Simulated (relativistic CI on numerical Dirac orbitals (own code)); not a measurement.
How well does a small relativistic CI reproduce Ba V?

Computed by Dirac-Coulomb-Breit CI, orbitals from a KLI potential per configuration, a model potential for QED, valence Slater integrals scaled by 0.85, configuration energies shifted to the measured levels that pair with them (semi-empirical) (own radial code, finite nucleus).

Configurations in the expansion (outside the closed core [Kr] 4d10): 5s2 5p4, 5s 5p5, 5s2 5p3 5d, 5s2 5p3 6s, 5p6, 5s2 5p2 4f2, 5s2 5p2 5d2, 5s2 5p3 4f, 5s 5p4 5d, 5s2 5p3 5f, 5s2 5p3 5g, 5s2 5p3 6p, 5s2 5p2 4f 5d, 5p4 4f2, 5s 5p4 5f, 5p4 5d2, 5s2 5p2 5f2, 5s 5p4 4f, 5s2 5p3 6d, 5s 5p4 5g, 5s2 5p3 7s, 5s2 5p3 7p, 5p5 4f, 5s2 5p2 5g2, 5s 5p3 4f 5d, 5s 5p3 4f2, 5s2 5p2 4f 5f, 5s 5p3 4f 6s, 5p5 5d, 5s2 5p3 6f. Levels of other configurations are missing.

| Configuration | Term (tabulated) | J | Measured (cm⁻¹) | Computed | Error | Purity (%) |
| --- | --- | --- | --- | --- | --- | --- |
| 5s2 5p4 | 3P | 2 | 0.0 | 0 | 0 | 82 |
| 5s2 5p4 | 3P | 0 | 11301.9 | 10787 | -515 | 68 |
| 5s2 5p4 | 3P | 1 | 16429.1 | 16153 | -276 | 96 |
| 5s2 5p4 | 1D | 2 | 24720.5 | 24338 | -382 | 81 |
| 5s2 5p4 | 1S | 0 | 51180.7 | 49420 | -1760 | 67 |
| 5s 5p5 | 3P° | 2 | 130401.0 | 130395 | -6 | 77 |
| 5s 5p5 | 3P° | 1 | 138916.0 | 138895 | -21 | 65 |
| 5s 5p5 | 3P° | 0 | 147932.0 | 147511 | -421 | 71 |
| 5s2 5p3 5d | 5D° † | 3 | 159475.0 | 158752 | -723 | 70 |
| 5s2 5p3 5d | 5D° † | 2 | 159494.0 | 158911 | -583 | 66 |
| 5s2 5p3 5d | 5D° | 0 | 160011.0 | 159615 | -396 | 79 |
| 5s2 5p3 5d | 5D° | 1 | 160524.0 | 160060 | -464 | 82 |
| 5s2 5p3 5d | 3D° | 1 | 174616.0 | 175100 | 484 | 90 |
| 5s2 5p3 5d | 1S° | 0 | 178341.0 | 178971 | 630 | 77 |
| 5s2 5p3 5d | 3F° | 3 | 178823.0 | 179167 | 344 | 61 |
| 5s2 5p3 5d | 3P° | 1 | 197326.0 | 197448 | 122 | 62 |
| 5s2 5p3 5d | 3P° | 0 | 198174.0 | 198225 | 51 | 71 |
| 5s2 5p3 5d | 3F° † | 2 | 203772.0 | 203331 | -441 | 68 |
| 5s2 5p3 5d | 3F° † | 3 | 204482.0 | 202588 | -1894 | 65 |
| 5s2 5p3 5d | 3D° | 3 | 211450.0 | 215354 | 3904 | 70 |
| 5s2 5p3 6s | 5S° | 2 | 211583.0 | 209021 | -2562 | 79 |
| 5s2 5p3 5d | 3P° | 2 | 214297.0 | 212256 | -2041 | 57 |
| 5s2 5p3 5d | 1F° | 3 | 222586.0 | 221447 | -1139 | 55 |
| 5s2 5p3 5d | 3P° | 0 | 225046.0 | 233231 | 8185 | 73 |
| 5s2 5p3 6s | 3D° | 1 | 231253.0 | 230730 | -523 | 63 |
| 5s2 5p3 5d | 1F° | 3 | 234036.0 | 239710 | 5674 | 78 |
| 5s2 5p3 6s | 3D° | 3 | 235832.0 | 235832 | 0 | 97 |
| 5s2 5p3 6s | 1D° | 2 | 238468.0 | 238784 | 316 | 67 |
| 5s2 5p3 5d | 1P° | 1 | 247412.0 | 253132 | 5720 | 55 |
| 5s2 5p3 6s | 3P° † | 0 | 247832.0 | 247955 | 123 | 98 |
| 5s2 5p3 6s | 3P° † | 1 | 250440.0 | 248671 | -1769 | 64 |
| 5s2 5p3 6s | 3P° | 2 | 261176.0 | 261592 | 416 | 67 |

Measured levels from Sansonetti and Curry, J. Phys. Chem. Ref. Data 39, 043103 (2010); pairs were made by configuration, J and term (by order where the table uses no LS term), so strongly mixed levels may be paired wrongly.

Mean error by configuration (cm⁻¹): 5s2 5p4 -733; 5s 5p5 -150; 5s2 5p3 5d 1621; 5s2 5p3 6s -470. Over the excited levels the mean absolute error is 1454 cm⁻¹ (31 of the 50 excited levels that our extract of the source holds in range could be paired, and the others can miss by more), and the median relative error of those above 1,000 cm⁻¹ is 0.29 %, both after the shifts were fitted to these levels, so that a configuration with one level shows no error. † marks terms whose computed intervals miss the measured ones by more than a factor of 2.5, or configurations far off the rest, from wrong mixing, a near crossing or a doubtful label or measurement; they are left out of the means.

Configurations whose levels could be paired with our table of measured levels were shifted onto them, all but the ground configuration, by the median error of their levels; single terms can still be off by 1,000 to 2,000 cm⁻¹ or more, and rates follow the energies as ν³ (E1, M1) or ν⁵ (E2). The others borrow a shift and can be off by several thousand cm⁻¹ or more. Levels and lines within the n = 5 or 6 shells can be off by up to 10 % or somewhat more, and those that change n by about 2 %, since core polarisation is missing. 31 of the 50 excited levels that our extract of the measured tables holds in this range could be paired (the sources list more); they are missed by 1351 cm⁻¹ on average and 8185 at most, after the shifts were fitted to these levels, and levels without a partner can miss by more. Levels that differ in their count of f electrons can be misplaced by several ten thousand cm⁻¹, since the correlation energy of f electrons is missing or only estimated; rates across such gaps can be off by orders of magnitude.

Shifts applied (cm⁻¹): 5s2 5p4 0; 5s 5p5 -9039; 5s2 5p3 5d -10007; 5s2 5p3 6s -16443.
